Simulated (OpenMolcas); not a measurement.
Ta4+ (d1) among equal point charges was computed by CASSCF with the d shell active (OpenMolcas, ANO-RCC-VDZP on the metal). Its lowest spin-free states, and all those of the highest spin:

| 2S+1 | Degeneracy | E (cm-1) |
| --- | --- | --- |
| 2 | 2 | 0.0 |
| 2 | 1 | 1996 |
| 2 | 1 | 12576 |
| 2 | 1 | 18016 |

**Question.** Is the site octahedral, tetrahedral or cube-like, axial, or of lower symmetry?

**Answer.** The states with 2S+1 = 2 have orbital degeneracies 2, 1, 1, 1. There are pairs but no triples, so the site is axial: not cubic, but with a proper or improper axis of order three or more. The run had Ta4+ among 6 point charges of -1.1 e arranged as a tetragonal octahedron (D4h), 1.83 Å from the ion, with the axial distance 1.976 Å.

An orbital doublet at a regular site is open to a Jahn-Teller distortion, which this geometry leaves out. Point charges carry no covalency, so the field is a model and not that of real ligands. No measured value stands beside these numbers.
